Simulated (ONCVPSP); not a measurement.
**Building the ONCV potential for Sc (Z = 21) (PW91, scalar-relativistic).**

scandium, optimised norm-conserving Vanderbilt (ONCV), made with ONCVPSP 4.0.1 (PW91, scalar-relativistic). Core [Ne], reference 3s2 3p6 3d1 4s2. Waves: 3s+4s: rc 1.95 bohr, ncon 4, nbas 9, qcut 6.7 1/bohr, 2 projectors; 3p: rc 1.50 bohr, ncon 4, nbas 9, qcut 10.4 1/bohr, 2 projectors, debl 0.4 Ha; 3d: rc 1.85 bohr, ncon 4, nbas 9, qcut 7.9 1/bohr, 2 projectors, debl 0.7 Ha. Local part: polynomial inside 1.15 bohr (lpopt 5, dvloc0 0 Ha). Core correction: Teter function fitted to the true core (icmod 2), fcfact 0.65.

In the p channel the program set the typed energies aside and used -1.237, 0.250 Ha.

- Cutoffs needed: 24 Ha and 29 Ha (the cutoffs (Ha) at which the residual kinetic energy of the hardest occupied pseudo-wave falls to 1 and 0.1 mHa per electron)
- Ghost test: no bound ghost flagged; no localised positive-energy state flagged
- Configuration tests: 1 of 4 tests not solved or not reliable
- rms error of d²Exc/dni dnj: 2.12 mHa without and 1.29 mHa with the model core
